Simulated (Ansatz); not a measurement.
Reaction (formal exchange of groups at a B–O bond): `[AlH2][O]B1CC1` + CH₄ → `CB1CC1` + `[OH][AlH2]`

Computed with Ansatz on PBE0-D4/def2-TZVP structures; ΔE is electronic, products minus reactants. CBS: MP2 limit from def2 TZ/QZ plus the TZ coupled-cluster correction, frozen cores. This one scheme is used for every species. Functionals use def2-TZVPP. Each species was taken in one conformer, which may not be the lowest.

`[AlH2][O]B1CC1`:

Cartesian coordinates in Å:
```
Al -0.463 -1.947 1.932
O -0.181 -0.767 0.763
B 0.038 0.159 -0.156
C 0.865 0.656 -1.336
C -0.355 1.487 -0.791
H 0.272 -1.778 3.316
H -1.439 -3.122 1.544
H 0.749 0.224 -2.327
H 1.849 1.093 -1.188
H -0.117 2.433 -0.310
H -1.218 1.562 -1.447
```

CH₄:

Z-matrix (Å, degrees):
```
C
H 1 1.090
H 1 1.090 2 109.5
H 1 1.090 2 109.5 3 -120.0
H 1 1.090 2 109.5 3 120.0
```

`CB1CC1`:

```xyz
11

C     0.553    0.912   -1.345
B     0.020    0.116   -0.138
C    -0.713   -1.105    0.414
C    -0.073   -0.077    1.374
H     1.551    0.499   -1.553
H    -0.030    0.779   -2.259
H     0.700    1.976   -1.144
H    -0.258   -2.090    0.361
H    -1.799   -1.151    0.384
H    -0.745    0.540    1.964
H     0.796   -0.399    1.942
```

`[OH][AlH2]`:

Cartesian coordinates in Å:
```
O 0.121 0.865 0.847
Al -0.249 -0.279 -0.348
H 0.988 0.955 1.239
H 0.877 -1.266 -0.866
H -1.737 -0.274 -0.872
```

(1) Is it downhill or uphill in electronic energy at CCSD(T)/CBS, and by how much? (Estimate.)

(2) What do these levels give: PBE-D4, r2SCAN-D4, PBE0-D4, ωB97X-V, ωB97M-V, r2SCAN, PBE0, HF/def2-TZVPP, SCS-MP2/def2-TZVPP, CCSD/def2-TZVPP, HF/def2-QZVPP, CCSD/CBS(def2)? (Estimate.)

Largest T1 diagnostic among the species: 0.013.

## Answers

(1) Computed: Uphill: ΔE = +123.4 kJ/mol.

(2) The calculation gave: PBE-D4 120.1, r2SCAN-D4 125.0, PBE0-D4 120.7, ωB97X-V 122.0, ωB97M-V 122.9, r2SCAN 124.8, PBE0 120.1, HF/def2-TZVPP 136.5, SCS-MP2/def2-TZVPP 126.5, CCSD/def2-TZVPP 125.6, HF/def2-QZVPP 137.0, CCSD/CBS(def2) 123.9 kJ/mol.

In def2-TZVPP, CCSD(T) changes the Hartree–Fock value by −11.3 kJ/mol (the triples alone add −0.4 kJ/mol) and MP2 by −12.5 kJ/mol.
